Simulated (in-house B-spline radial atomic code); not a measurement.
**Pm²⁰⁺: [Kr] 4d5**

All numbers are computed (Dirac-Kohn-Sham B97-1, spherical fractional occupations; Fermi nucleus of rms radius 4.962 fm) with a B-spline radial code for spherical atoms, not measured.

Z_r = [3n² - l(l+1)]/(2<r>); Z_e = n√(-2ε); the last column is Slater's effective charge. Values are occupation-weighted means over j. An effective charge above Z reflects the relativistic contraction of the inner shells.

| shell | electrons | ε (eV) | <r> (bohr) | Z_r | Z_e | Slater |
| --- | --- | --- | --- | --- | --- | --- |
| 1s | 2 | -45612 | 0.02318 | 64.71 | 57.90 | 60.70 |
| 2s | 2 | -7891.5 | 0.09842 | 60.97 | 48.17 | 56.85 |
| 2p | 6 | -7124.6 | 0.08679 | 57.61 | 45.77 | 56.85 |
| 3s | 2 | -2141.7 | 0.2589 | 52.15 | 37.64 | 49.75 |
| 3p | 6 | -1897.5 | 0.2567 | 48.70 | 35.43 | 49.75 |
| 3d | 10 | -1554.9 | 0.2344 | 44.79 | 32.07 | 39.85 |
| 4s | 2 | -807.44 | 0.5613 | 42.76 | 30.81 | 33.25 |
| 4p | 6 | -720.54 | 0.5819 | 39.52 | 29.11 | 33.25 |
| 4d | 5 | -592.93 | 0.6038 | 34.78 | 26.41 | 23.60 |

The least bound orbital is 4d5/2 at -590.6 eV, and it is also the most diffuse (<r> = 0.6063 bohr).

Spin-orbit splittings of the orbital energies (j = l + 1/2 above j = l - 1/2 when positive): 2p 560.6 eV, 3p 114.4 eV, 3d 24.82 eV, 4p 29.38 eV, 4d 5.843 eV.

For the 1s electron the small component carries 5.13 % of the norm, the zero-frequency Breit interaction raises the level by 129.2 eV, self-energy by 76.33 eV, and vacuum polarisation lowers it by 11.9 eV.

The density falls to 0.001 bohr⁻³ at 1.535 bohr; Σ<r²> = 6.4252 bohr² gives, by the non-relativistic formula and without the paramagnetism of open shells, a Langevin diamagnetic susceptibility of -5.089×10⁻⁶ cm³/mol.

Caution: exact exchange at fractional occupations of open shells leaves self-interaction of up to several eV.
